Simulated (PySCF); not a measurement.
Dipole moment and polarisability of `O=CN[SiH2]C([SiH3])[SiH3]`

Compound: C2H11NOSi3.
Geometry (PBE0-D3(BJ)/def2-SVP, Å), atoms numbered from 1 in this order:
```xyz
18
C2H11NOSi3 angstrom
O     -2.5532    0.5672   -1.3141
C     -2.7447   -0.4115   -0.6261
N     -1.9951   -0.6978    0.4719
Si    -0.6667    0.4050    0.9111
C      0.6124    0.4774   -0.4492
Si     2.1804    1.3802    0.0736
Si     0.9820   -1.2418   -1.1303
H     -3.5513   -1.1505   -0.8460
H     -2.2162   -1.5429    0.9868
H     -1.2160    1.7535    1.2209
H     -0.0950   -0.2066    2.1478
H      0.1437    1.0585   -1.2653
H      2.9611    0.5317    1.0269
H      1.8526    2.6703    0.7574
H      3.0345    1.6702   -1.1173
H      2.2287   -1.2254   -1.9574
H     -0.1443   -1.7361   -1.9770
H      1.1891   -2.2001    0.0010
```

Level: PBE0/def2-SVPD (PySCF), static field, nuclei fixed, core orbitals frozen in the response. The polarisability tensor in these axes (au):

```
x   125.85   8.44   1.15
y     8.44 113.31   4.87
z     1.15   4.87 108.56
```

Question: Give the principal values, the mean and the anisotropy Δα = √{½[(α1 − α2)² + (α2 − α3)² + (α1 − α3)²]}.

Answer: Principal values 104.75, 112.39 and 130.57 au; mean 115.91 au = 17.18 Å³ = 19.11 × 10⁻⁴⁰ C²·m²/J; Δα = 22.98 au (20 % of the mean).

Question: What is the dipole moment, and where does it point?

Answer: (-0.31, -2.07, 1.69) D, 2.69 D in size, pointing from the negative to the positive side. Measured along this direction, the outermost atoms are H15 at the negative end and H9 at the positive end.

Question: Form Σ f/ω² (atomic units) for the 10 lowest TDDFT singlets, given as eV and f, and set it beside the mean polarisability, which is this sum over all singlets: 5.52, 0.0005; 6.73, 0.0483; 6.97, 0.0072; 7.14, 0.0688; 7.25, 0.0072; 7.49, 0.0222; 7.54, 0.0384; 7.62, 0.0703; 7.69, 0.0149; 7.75, 0.0179.

Answer: They add up to 4.11 au, 3.5 % of the 115.91 au; the largest single term is 1.00 au, from the state at 7.14 eV. Terms in order: 0.01, 0.79, 0.11, 1.00, 0.10, 0.29, 0.50, 0.90, 0.19, 0.22 au. Higher excitations give the rest. The strengths listed sum to 0.296.

Question: Orientational against electronic polarisability at 250 K (dilute gas, rigid molecules)?

Answer: In Gaussian units μ²/3kT = 69.74 Å³ against 17.18 Å³, a ratio of 4.06; the Debye molar polarisation (4π/3)N_A(α + μ²/3kT) is 219.3 cm³/mol, leaving out the vibrational part.

Question: Give the eigenvalues of the traceless quadrupole moment Θ = ½Σq(3rr − r²1), origin at the centre of nuclear charge.

Answer: -13.31, -1.40, 14.70 D·Å. The values depend on the origin, since the dipole doesn't vanish. The electronic extent ⟨r²⟩ about the same centre is 1620 bohr², a root-mean-square distance of 2.38 Å for the 80 electrons.

Question: Molar refractivity from α?

Answer: Lorentz–Lorenz: R = (4π/3)N_A α = 2.5225 cm³/(mol·Å³) × 17.18 Å³ = 43.3 cm³/mol, in the limit of long wavelengths.

Question: What would n − 1 = 2πNα be for an ideal gas of these molecules at 298.15 K and 1 atm, electronic part alone?

Answer: N = p/kT = 2.4615 × 10¹⁹ cm⁻³, so n − 1 = 2π × N × 17.18 × 10⁻²⁴ cm³ = 2656 × 10⁻⁶ at long wavelengths.

Isolated species at its PBE0-D3(BJ)/def2-SVP geometry (one conformer only).
